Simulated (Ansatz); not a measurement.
Isolated molecules relaxed with PBE0-D4/def2-TZVP in Ansatz; ΔE leaves out vibrations. CCSD(T)/CBS adds triple-zeta CCSD(T) − MP2 to the extrapolated MP2 energy (def2 sets, frozen cores). This one scheme is used for every species. DFT in def2-TZVPP. Each species was taken in one conformer, which may not be the lowest.

Reaction (cleavage of the Al–Si bond): `O=C[SiH2][SiH2][AlH2]` + `C=C=N` → `C=C=[N][AlH2]` + `O=C[SiH2][SiH3]`

`O=C[SiH2][SiH2][AlH2]`:

Z-matrix (Å, degrees):
```
Si
C 1 1.928
Si 1 2.345 2 108.8
H 1 1.485 2 108.9 3 122.2
H 1 1.491 2 108.0 3 -118.4
O 2 1.203 1 123.1 3 -102.1
H 2 1.118 1 117.2 3 75.8
Al 3 2.447 1 108.8 2 -178.6
H 3 1.491 1 106.9 2 58.2
H 3 1.493 1 106.1 2 -57.0
H 8 1.586 3 120.1 1 -90.5
H 8 1.587 3 119.6 1 86.3
```

`C=C=N`:

```xyz
6

C     0.702    0.391   -0.544
C    -0.210   -0.261    0.124
N    -1.027   -0.964    0.690
H     0.459    0.848   -1.493
H     1.703    0.486   -0.147
H    -1.627   -0.500    1.369
```

`C=C=[N][AlH2]`:

Cartesian coordinates in Å:
```
C 0.546 -1.920 0.728
C 0.209 -0.732 0.278
N -0.098 0.349 -0.132
Al -0.554 1.946 -0.738
H -0.072 -2.417 1.461
H 1.443 -2.402 0.365
H -1.877 2.575 -0.158
H 0.403 2.601 -1.805
```

`O=C[SiH2][SiH3]`:

Cartesian coordinates in Å:
```
O -2.050 -0.399 1.739
C -0.904 -0.686 1.507
Si 0.335 0.543 0.687
Si 0.388 0.083 -1.609
H -0.536 -1.714 1.745
H 1.683 0.307 1.274
H -0.117 1.931 0.960
H 1.387 0.954 -2.284
H -0.954 0.322 -2.201
H 0.767 -1.340 -1.819
```

```
         level  ΔE (kcal/mol)
       ωB97X-V          -25.6
MP2/def2-QZVPP          -28.9
```

Q: What does CCSD(T)/CBS give? (An estimate is asked.)

A: Computed: -25.5 kcal/mol. The listed levels differ from it by -0.1, -3.4 kcal/mol.

Largest T1 diagnostic among the species: 0.016.

From PBE to PBE0 (25 % exact exchange), in def2-TZVPP and without D4, ΔE moves by −1.3 kcal/mol. In def2-TZVPP, CCSD(T) changes the Hartree–Fock value by +5.4 kcal/mol (the triples alone add +0.6 kcal/mol) and MP2 by +2.2 kcal/mol.
